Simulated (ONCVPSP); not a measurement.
# titanium ONCV: all-electron and pseudo phase curves

ONCVPSP 4.0.1 input, shortened (lines: element, Z, core and valence counts, functional; n l f; lmax; l rc ep ncon nbas qcut; lloc lpopt rc5 dvloc0; l nproj debl; icmod fcfact rcfact), PBE, scalar-relativistic:

```
  Ti 22.00    3    4        4      upf
    1    0    2.00
    2    0    2.00
    2    1    6.00
    3    0    2.00
    3    1    6.00
    3    2    2.00
    4    0    2.00
    2
    0    1.90    0.00    5    8    5.70
    1    1.60    0.00    3    7    8.50
    2    1.30    0.00    4    9    7.40
    4    5    1.30    0.00
    0    2    1.80
    1    2    3.90
    2    2    2.00
    1    0.45    0.00
```

The phase is arctan(r·R′/R) of the radial function R(r), unwrapped; energies in Ha, scanned from -4 to 5 Ha. A pole is an energy at which the radial function vanishes at the test radius. The pseudo phase is shifted by a multiple of π to meet the all-electron one at the reference energy, and phase errors are pseudo minus all-electron; the curves can meet again beyond the range given. Levels narrower than the energy grid can be missing from the lists of poles.

```csv
channel,radius (bohr),reference energy (Ha),"poles, all-electron","poles, pseudo",unbroken range about the reference energy with phases within 0.05 rad,phase error 1 Ha above the reference energy (rad)
s,1.93,-0.16,"-2.14, 3.80","-2.14, 3.72",the whole range,-0.001
p,1.62,-1.43,-0.79,-0.79,the whole range,-0.000
d,1.32,-0.16,1.55,1.55,the whole range,+0.000
```

Phases in the s channel:

```csv
E (Ha),all-electron,pseudo
-3.98,1.285,1.285
-3.50,1.232,1.231
-3.02,1.107,1.107
-2.54,0.028,0.028
-2.06,-1.631,-1.631
-1.58,-1.811,-1.811
-1.10,-1.935,-1.935
-0.62,-2.102,-2.102
-0.14,-2.430,-2.430
0.34,-3.163,-3.163
0.82,-3.943,-3.943
1.30,-4.298,-4.299
1.78,-4.463,-4.465
2.26,-4.557,-4.559
2.74,-4.620,-4.622
3.22,-4.666,-4.670
3.70,-4.705,-4.711
4.18,-4.740,-4.749
4.66,-4.775,-4.791
```
